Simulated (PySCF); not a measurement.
B(Me)(OH)2 (CH₅BO₂), SMILES CB(O)O. Atoms are numbered in the order given.

```xyz
9

B      0.0796     0.0715     0.0028
C     -1.1676    -0.9109    -0.0811
H     -0.8909    -1.8449    -0.6014
H     -2.0387    -0.4892    -0.6078
H     -1.5048    -1.2044     0.9286
O      0.0941     1.3131    -0.5620
H     -0.7300     1.5273    -1.0110
O      1.2288    -0.2783     0.6526
H      1.1884    -1.1588     1.0402
```
Charge 0, spin multiplicity 1.

Coordinates come from a B3LYP-D3(BJ)/def2-SVP optimisation. The values are those of a single conformer.

Computed with KT2/pcSseg-1 (PySCF).

GIAO shieldings, no solvent; atoms listed in one row are averaged. δ = σ(ref) − σ: ¹¹B against BF3 (σ = 89.8 ppm); ¹³C against TMS (σ = 185.1 ppm); ¹H against TMS (σ = 31.47 ppm); ¹⁷O against H2O (σ = 330.4 ppm), references at their B3LYP-D3(BJ)/def2-TZVP geometries, non-relativistic.

| nucleus | atoms | count | δ (ppm) |
|---|---|---|---|
| ¹¹B | B1 | 1 | 18.3 |
| ¹³C | C2 | 1 | 1.4 |
| ¹H | H7 | 1 | 3.87 |
| ¹H | H9 | 1 | 3.53 |
| ¹H | H3, H4, H5 | 3 | 0.36 |
| ¹⁷O | O6 | 1 | 145.6 |
| ¹⁷O | O8 | 1 | 136.3 |
